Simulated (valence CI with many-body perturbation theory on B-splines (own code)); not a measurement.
The numbers below are computed, except where a source is named.
From CI to CI+MBPT in Eu57+

Level of theory: configuration interaction combined with many-body perturbation theory (CI+MBPT): four valence electrons over a frozen Dirac-Fock core [He], radial functions for each j: 11 s, 11 p, 9 d, 7 f, 5 g, 2 h, 1 i, with the one-electron correlation potential Σ1 (screened to all orders), the two-electron term Σ2, the three-electron term Σ3, Breit, model QED; selected single and double excitations, second order for the rest (own B-spline code, finite nucleus).

No measured spectrum was set against this ion. As an estimate, large intervals hold to a few tenths of a per cent, small ones and those within an open d or f shell to about a per cent. Among the levels kept, up to 260 cm⁻¹ of a level comes from second order outside the variational space, and about a tenth of that is noise between levels of different J, which matters for small intervals.

Each rung adds one term. CI alone is the Dirac-Coulomb CI over the frozen core; QED comes last and gives the full result, which names the levels. Energies are above (2s^2 2p1/2^2) J=0 on the same rung, in Ry.

Levels are named by their leading jj configuration (3d3/2^4 stands for four electrons in 3d with j = 3/2), which in mixed levels can hold well under half, so a name can repeat and another be missing. Letters in brackets count levels of one name in rising energy.

```
                     Level  CI alone    + Σ1    + Σ2    + Σ3  + Breit    Full
    (2s^2 2p1/2 2p3/2) J=1     50.18   50.19   50.18   50.18    49.37   49.46
    (2s^2 2p1/2 2p3/2) J=2     51.81   51.82   51.82   51.82    50.64   50.73
    (2s 2p1/2^2 2p3/2) J=2     67.66   67.65   67.63   67.63    67.34   66.67
    (2s 2p1/2^2 2p3/2) J=1     72.86   72.85   72.82   72.81    72.65   71.98
        (2s^2 2p3/2^2) J=2    103.01  103.03  103.02  103.02   101.25  101.41
        (2s^2 2p3/2^2) J=0    106.29  106.31  106.32  106.31   104.94  105.09
(2s 2p1/2 2p3/2^2) J=2 [a]    116.05  116.05  116.04  116.04   115.05  114.46
    (2s 2p1/2 2p3/2^2) J=3    119.56  119.56  119.54  119.54   118.00  117.41
    (2s 2p1/2 2p3/2^2) J=0    122.21  122.21  122.20  122.20   121.50  120.90
(2s 2p1/2 2p3/2^2) J=1 [a]    123.83  123.83  123.80  123.79   122.86  122.26
(2s 2p1/2 2p3/2^2) J=2 [b]    124.93  124.93  124.90  124.89   123.60  123.00
(2s 2p1/2 2p3/2^2) J=1 [b]    124.77  124.77  124.75  124.74   123.85  123.25
     (2p1/2^2 2p3/2^2) J=2    143.09  143.07  143.02  143.01   142.63  141.30
     (2p1/2^2 2p3/2^2) J=0    146.61  146.58  146.54  146.53   146.56  145.22
          (2s 2p3/2^3) J=2    172.49  172.50  172.49  172.48   170.70  170.19
          (2s 2p3/2^3) J=1    177.53  177.54  177.52  177.50   175.83  175.31
       (2p1/2 2p3/2^3) J=1    193.90  193.89  193.85  193.83   192.90  191.63
       (2p1/2 2p3/2^3) J=2    195.55  195.54  195.50  195.49   194.20  192.93
             (2p3/2^4) J=0    248.13  248.13  248.09  248.08   246.46  245.27
```

Problem. How does the ionisation energy move along the ladder, and which term matters most?

Solution. CI alone 12742, + Σ1 12743, + Σ2 12743, + Σ3 12743, + Breit 12720, + QED 12720 eV. The largest step is Breit, -23 eV. NIST lists 12718 ± 6 eV (theoretical).
